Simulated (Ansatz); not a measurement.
Relaxation of ClH2ISeSi (6 atoms, charge 0, multiplicity 1), to a largest force component of 0.015 eV/Å in at most 40 steps.

Theory: Ansatz, RKS CAM-B3LYP/def2-SVP.

```xyz
6
Properties=species:S:1:pos:R:3
Cl 0.545 -2.125 0.232
Si -0.126 -0.185 -0.415
Se -0.223 1.232 1.361
I -2.291 -0.332 -1.423
H 0.829 0.328 -1.428
H -1.754 1.458 1.109
```

Problem. Where does it end, and by what steps?

Solution. It converged. After 12 steps the energy has fallen by 0.254 eV; H6 moved furthest, 0.81 Å.

| step | energy less start (eV) | largest force component (eV/Å) | accepted |
| --- | --- | --- | --- |
| 0 | 0.0000 | 1.759 | yes |
| 1 | -0.1729 | 0.517 | yes |
| 2 | -0.1978 | 0.117 | yes |
| 3 | -0.1992 | 0.059 | yes |
| 4 | -0.2005 | 0.099 | yes |
| 5 | -0.2011 | 0.644 | yes |
| 6 | -0.2337 | 0.223 | yes |
| 7 | -0.2490 | 0.079 | yes |
| 8 | -0.2511 | 0.142 | yes |
| 9 | -0.2272 | 0.689 | no |
| 10 | -0.2539 | 0.055 | yes |
| 11 | -0.2544 | 0.025 | yes |
| 12 | -0.2545 | 0.006 | yes |

```xyz
6
Properties=species:S:1:pos:R:3
Cl 0.249 -1.919 0.414
Si -0.178 -0.117 -0.489
Se -0.310 1.577 1.008
I -2.237 -0.385 -1.786
H 0.922 0.232 -1.411
H -1.465 0.988 1.699
```

Time of the run: 50 s on 2 threads of Arm Neoverse V2, on a shared host, peak memory 0.34 GiB.
